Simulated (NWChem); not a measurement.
System: C4H6S; SMILES C1=CSCC1

NWChem input:

```
start job
memory heap 200 mb stack 900 mb global 1100 mb
geometry units angstroms noautosym nocenter noautoz
  C      0.880046    -1.176853     0.104800
  C      1.265589     0.102136     0.022949
  S     -0.032572     1.256993    -0.252359
  C     -1.272972    -0.045065     0.113707
  C     -0.589720    -1.392884    -0.131747
  H      1.580775    -2.002903     0.244860
  H      2.290846     0.472326     0.087952
  H     -1.566814     0.063016     1.169902
  H     -2.160305     0.115742    -0.513496
  H     -0.746436    -1.729894    -1.174987
  H     -1.020491    -2.172171     0.517426
end
basis spherical
  * library 6-31g*
end
dft
  xc m06-2x
  iterations 150
end
cosmo
  do_cosmo_smd true
  solvent etoac
end
task dft energy
```

Excerpt of the output:

```
             Northwest Computational Chemistry Package (NWChem) 7.3.0
             --------------------------------------------------------

                             Geometry "geometry" -> ""
                             -------------------------

 Output coordinates in angstroms (scale by  1.889725989 to convert to a.u.)

  No.       Tag          Charge          X              Y              Z
 ---- ---------------- ---------- -------------- -------------- --------------
    1 C                    6.0000     0.88004600    -1.17685300     0.10480000
    2 C                    6.0000     1.26558900     0.10213600     0.02294900
    3 S                   16.0000    -0.03257200     1.25699300    -0.25235900
    4 C                    6.0000    -1.27297200    -0.04506500     0.11370700
    5 C                    6.0000    -0.58972000    -1.39288400    -0.13174700
    6 H                    1.0000     1.58077500    -2.00290300     0.24486000
    7 H                    1.0000     2.29084600     0.47232600     0.08795200
    8 H                    1.0000    -1.56681400     0.06301600     1.16990200
    9 H                    1.0000    -2.16030500     0.11574200    -0.51349600
   10 H                    1.0000    -0.74643600    -1.72989400    -1.17498700
   11 H                    1.0000    -1.02049100    -2.17217100     0.51742600

 Effective nuclear repulsion energy (a.u.)     216.9021884559

                                 NWChem DFT Module
                                 -----------------

 Summary of "ao basis" -> "ao basis" (spherical)
 ------------------------------------------------------------------------------
       Tag                 Description            Shells   Functions and Types
 ---------------- ------------------------------  ------  ---------------------
 C                           6-31g*                  6       14   3s2p1d
 S                           6-31g*                  8       18   4s3p1d
 H                           6-31g*                  2        2   2s

 in cosmo_initialize ...
 calling solv_data for solv:etoac

 solvent parameters
 solvname_short: etoac
 solvname_long:  ethyl acetate
 dielec:        5.9867
 dielecinf:     1.8832
 nonaqueous SMD model solvent descriptors
 dielec:        5.9867
 sola:          0.0000
 solb:          0.4500
 solc:          0.0000
 solg:         33.6700
 solh:          0.0000
 soln:          1.3723

[...]

                                COSMO-SMD solvation results
                                ---------------------------

             internal energy in gas <Psi(g)|H|Psi(g)> =      -554.084129445920
         internal energy in solvent <Psi(s)|H|Psi(s)> =      -554.083491684867
                               delta internal energy  =         0.000637761053 (    0.40 kcal/mol)
   total free energy in solvent <Psi(s)|H+V/2|Psi(s)> =      -554.089267027724
 polarization energy contribution <Psi(s)|V/2|Psi(s)> =        -0.005775342856 (   -3.62 kcal/mol)
    total free energy in solvent including G(SMD-CDS) =      -554.092348546680
                       G(SMD-CDS) energy contribution =        -0.003081518957 (   -1.93 kcal/mol)
     1 M fixed-concentration free energy of solvation =        -0.008219100760 (   -5.16 kcal/mol)

                       DFT Final Molecular Orbital Analysis
                       ------------------------------------

 Vector   21  Occ=2.000000D+00  E=-3.794611D-01
              MO Center=  5.6D-02,  5.8D-01, -1.9D-01, r^2= 3.0D+00
   Bfn.  Coefficient  Atom+Function         Bfn.  Coefficient  Atom+Function
  ----- ------------  ---------------      ----- ------------  ---------------
    36      0.427697   3 S  py               37     -0.273261   3 S  pz
    38      0.239986   3 S  s                50     -0.176785   4 C  py
    32     -0.163753   3 S  py               34      0.150719   3 S  s
    40      0.149905   3 S  py               64      0.148101   5 C  py
    18     -0.142951   2 C  py               19     -0.140505   2 C  pz

 Vector   22  Occ=2.000000D+00  E=-3.609671D-01
              MO Center=  3.2D-01,  2.4D-01, -2.2D-02, r^2= 3.0D+00
   Bfn.  Coefficient  Atom+Function         Bfn.  Coefficient  Atom+Function
  ----- ------------  ---------------      ----- ------------  ---------------
    36      0.331470   3 S  py               19      0.299713   2 C  pz
    37      0.279999   3 S  pz               23      0.215657   2 C  pz
     5      0.187526   1 C  pz               41      0.157799   3 S  pz
    40      0.147419   3 S  py               86     -0.126597  11 H  s
    32     -0.125811   3 S  py                9      0.122478   1 C  pz

 Vector   23  Occ=2.000000D+00  E=-2.524490D-01
              MO Center=  2.4D-01,  3.2D-01, -1.2D-01, r^2= 3.2D+00
   Bfn.  Coefficient  Atom+Function         Bfn.  Coefficient  Atom+Function
  ----- ------------  ---------------      ----- ------------  ---------------
    37      0.530881   3 S  pz               41      0.367488   3 S  pz
     5     -0.297159   1 C  pz                9     -0.259715   1 C  pz
    19     -0.201846   2 C  pz               33     -0.196781   3 S  pz
    23     -0.167264   2 C  pz               80     -0.142399   8 H  s
    84     -0.127923  10 H  s                36      0.115377   3 S  py

 Vector   24  Occ=0.000000D+00  E= 5.613628D-02
              MO Center=  7.5D-01, -3.1D-01, -2.0D-03, r^2= 3.0D+00
   Bfn.  Coefficient  Atom+Function         Bfn.  Coefficient  Atom+Function
  ----- ------------  ---------------      ----- ------------  ---------------
    23     -0.605679   2 C  pz                9      0.590696   1 C  pz
    19     -0.367880   2 C  pz                5      0.365588   1 C  pz
    39      0.315892   3 S  px               54      0.290930   4 C  py
    84      0.238712  10 H  s                41      0.165742   3 S  pz
    40      0.155554   3 S  py               38     -0.153073   3 S  s

[...]
```

Level: M06-2X/6-31G* (spherical d), SMD on the gas-phase geometry. All runs use the structure optimised with PBE0/def2-SVP. Solvent: ethyl acetate.
